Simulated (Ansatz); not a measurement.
`[SiH3][SiH2][BH][GeH3]` + `[SiH3]CS` → `S[CH2][GeH3]` + `[SiH3]B[SiH2][SiH3]`  (redistribution)

Isolated molecules relaxed with PBE0-D4/def2-TZVP in Ansatz; ΔE leaves out vibrations. CBS: MP2 limit from def2 TZ/QZ plus the TZ coupled-cluster correction, frozen cores. DFT in def2-TZVPP. B3LYP here is the variant with VWN-RPA as its local correlation; programs differ in this. For Ge outer-core shells are correlated without core-valence functions, which leaves a few kJ/mol of doubt a bond. Scalar relativity is left out up to krypton. Each species was taken in one conformer, which may not be the lowest.

```csv
level,ΔE (kcal/mol)
PBE0-D4,4.8
B3LYP-D4,5.1
ωB97X-V,4.8
PBE,4.5
B3LYP,5.0
HF/def2-TZVPP,5.1
SCS-MP2/def2-TZVPP,5.1
MP2/def2-QZVPP,5.5
```

What does CCSD(T)/CBS give? (Best estimate.)

Ansatz gave: +5.3 kcal/mol. The listed levels differ from it by -0.5, -0.2, -0.5, -0.8, -0.3, -0.2, -0.2, 0.2 kcal/mol.

Largest T1 diagnostic among the species: 0.015.
